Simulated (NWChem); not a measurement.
CH₃Cl₃Sn; SMILES [CH3][Sn]([Cl])([Cl])[Cl]

Computed with NWChem. Structure relaxed at the PBE0/def2-SVP level. No frequency run checked for a minimum. def2 effective core potentials on Sn; no spin-orbit coupling. Level TPSS/def2-SVP: single points from the atomic guess with DIIS by default; each run changes one setting, and all converged runs end within 0.3 mHa of each other. NWChem's automatic level shift, which a small gap switches on, acted in some of these runs.

Question: Which setting needs the most SCF iterations, or fails (DIIS on 20 Fock matrices; core-Hamiltonian guess; occupation smearing of 0.005 Ha; level shift of 0.5 Ha throughout; defaults)?

Answer: core-Hamiltonian guess, with 44 against 9 for the defaults.
```tsv
setting	SCF iterations
defaults	9
DIIS on 20 Fock matrices	8
occupation smearing of 0.005 Ha	9
core-Hamiltonian guess	44
level shift of 0.5 Ha throughout	13
```
